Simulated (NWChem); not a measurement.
Species: MgSiH3Br; SMILES [SiH3][Mg][Br]

```xyz
6

Mg     0.0845    -0.4137     0.0001
Br     0.5193     1.9185     0.0008
Si    -0.3809    -2.9391    -0.0007
H     -1.0258    -3.3991    -1.2865
H     -1.3077    -3.3485     1.1193
H      0.8839    -3.7480     0.1646
```
Atoms are numbered in this order, from 1.

The geometry was optimised at PBE-D3(BJ)/def2-SVP.

### Question
List the 4 lowest vertical singlet excitations from B3LYP/aug-cc-pVDZ, full TDDFT (NWChem).

### Answer
| state | energy (eV) | oscillator strength | leading excitation (squared amplitude) |
|---|---|---|---|
| S1 | 5.21 | 0.000 | HOMO−2 → LUMO (0.67) |
| S2 | 5.21 | 0.000 | HOMO−1 → LUMO (0.67) |
| S3 | 5.29 | 0.510 | HOMO → LUMO (0.93) |
| S4 | 5.37 | 0.109 | HOMO → LUMO+1 (0.66) |
